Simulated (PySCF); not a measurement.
Species: C3H10NOSi (doublet state).
SMILES with atom numbers: `[CH3:1][CH:2][CH2:3][O:4][SiH2:5][NH2:6]` (hydrogens: H7, H8, H9 on C1; H10 on C2; H11, H12 on C3; H13, H14 on Si5; H15, H16 on N6)

Cartesian coordinates in Å at the GFN2-xTB level; atoms count from 1:
```
atom  x, y, z in Å
C1     2.930   -0.211    0.404
C2     1.645    0.500    0.253
C3     0.405   -0.162   -0.193
O4    -0.563   -0.138    0.839
Si5   -2.157   -0.391    0.734
N6    -2.828    0.639   -0.482
H7     3.760    0.408    0.059
H8     3.132   -0.444    1.456
H9     2.927   -1.146   -0.152
H10    1.554    1.493    0.661
H11   -0.022    0.352   -1.070
H12    0.597   -1.204   -0.476
H13   -2.516   -1.731    0.268
H14   -2.501   -0.130    2.128
H15   -2.562    1.612   -0.478
H16   -3.809    0.561   -0.695
```

The hyperfine couplings belong to this conformer and change with its torsions.

Method: UKS B3LYP, pcH-1 on C H N O Si, non-relativistic, mean-field spin-orbit, GIAO in PySCF. Isolated species at its GFN2-xTB geometry (one conformer only). The geometry wasn't refined by DFT: couplings that depend on bond lengths, twists or pyramidal angles can differ widely from those at the functional's own minimum. No stability test was run, so a lower SCF solution isn't excluded.

(1) Where do the isotropic ENDOR lines of N6, H7/H8/H9, H10, H11/H12 and H13/H14 fall at 338.6 mT, to first order?

(2) Which pairs are centred on the nuclear Larmor frequency, and which on half the coupling?

(3) At what field would the lower line of N6 fall to zero frequency?

Results:

(1) ν± = |νn ± a/2|, one line for each electron-spin manifold; νn = |g_N| × 7.62259 MHz/T × B.

| nuclei | isotope | g_N | νn (MHz) | a_iso (MHz) | lower line (MHz) | upper line (MHz) |
| --- | --- | --- | --- | --- | --- | --- |
| N6 | 14N | 0.4038 | 1.04 | 0.63 | 0.73 | 1.36 |
| H7/H8/H9 | 1H | 5.5857 | 14.42 | 80.73 | 25.95 | 54.78 |
| H10 | 1H | 5.5857 | 14.42 | -60.81 | 15.99 | 44.82 |
| H11/H12 | 1H | 5.5857 | 14.42 | 47.89 | 9.53 | 38.36 |
| H13/H14 | 1H | 5.5857 | 14.42 | 1.87 | 13.48 | 15.35 |

(2) Centred on νn, since |a| < 2νn: N6 and H13/H14. Centred on |a|/2 and split by 2νn: H7/H8/H9, H10 and H11/H12.

(3) Where νn = |a|/2, that is B = 0.32 MHz/(0.4038 × 7.62259 MHz/T) = 103 mT, as far as first order holds there.

Nuclei that the bonding pattern makes equivalent are averaged, as if the motion that swaps them (rotation, inversion, ring flip) were fast. The three 1H nuclei of mean +80.7 MHz run from 10.9 to 153.3 MHz in the frozen geometry. The 1H value of +47.9 MHz is a mean of couplings from 7.9 to 87.9 MHz in this one geometry, not an average over conformers.

Largest spin populations (Mulliken): C2 (+1.02), C1 (-0.09), H8 (+0.06) and C3 (-0.06). No atom but C2 exceeds +0.15. The positive populations add up to 1.19 and the negative ones to -0.19, together 2S = 1. The angles at C2 add up to 358.9°, so it is planar; its axial dipolar tensor and the negative coupling of its proton fit spin in a p orbital normal to that plane.
